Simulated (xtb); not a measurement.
Harmonic IR lines of one isomer of C$_{8}$H$_{10}$SSi, unscaled. All values below come from GFN2-xTB (xtb).

| wavenumber (cm⁻¹) | relative intensity |
|---|---|
| 256 | 4.4 |
| 547 | 8.4 |
| 562 | 7.9 |
| 777 | 23 |
| 786 | 100 |
| 835 | 4.4 |
| 846 | 3.8 |
| 866 | 3.3 |
| 1071 | 3.7 |
| 1160 | 4.1 |
| 1647 | 3.9 |
| 2240 | 49 |
| 2253 | 37 |
| 2265 | 37 |
| 2428 | 16 |
| 3064 | 7.7 |
| 3079 | 11 |
| 3134 | 4.0 |

Question: Identify which structure gives these lines.
A) `C=Cc1ccc([SiH3])c(S)c1`
B) `C=Cc1ccc(S)cc1[SiH3]`
C) `C=Cc1ccc(S)c([SiH3])c1`
D) `C=C(S)c1ccc([SiH3])cc1`

Answer: D, `C=C(S)c1ccc([SiH3])cc1`
